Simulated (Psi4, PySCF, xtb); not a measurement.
Conformational energy of SMILES N#Cc1ccccc1C=O. Scanned: dihedral C3–C8–C9–O10; all other coordinates were relaxed at GFN2-xTB. Points at φ and −φ are mirror images. Heavy atoms are numbered in the order of the SMILES N#Cc1ccccc1C=O, hydrogens after them in the order of the atoms that carry them; the mirror image has the same energies with the sign of each dihedral reversed.

RMP2/6-31G* = restricted MP2 (frozen core)/6-31G*, spherical d // GFN2-xTB in PySCF; GFN1-xTB // GFN2-xTB (xtb); PBE0-D3(BJ)/def2-SVP // GFN2-xTB (Psi4).

Energies in kcal/mol, each method relative to its own lowest point.

```
φ / °  RMP2/6-31G*  GFN1-xTB  PBE0-D3(BJ)/def2-SVP
-----  -----------  --------  --------------------
-160           0.7       0.5                   0.9
-140           2.7       2.0                   3.2
-120           5.6       4.0                   6.3
-100           8.0       5.6                   8.9
-80            8.4       5.9                   9.4
-60            6.6       5.1                   7.7
-40            4.2       3.7                   5.1
-20            2.6       2.6                   3.1
0              2.1       2.1                   2.4
20             2.6       2.6                   3.1
40             4.2       3.7                   5.1
60             6.6       5.1                   7.7
80             8.4       5.9                   9.4
100            8.0       5.6                   8.9
120            5.6       4.0                   6.3
140            2.7       2.0                   3.2
160            0.7       0.5                   0.9
180            0.0       0.0                   0.0
```
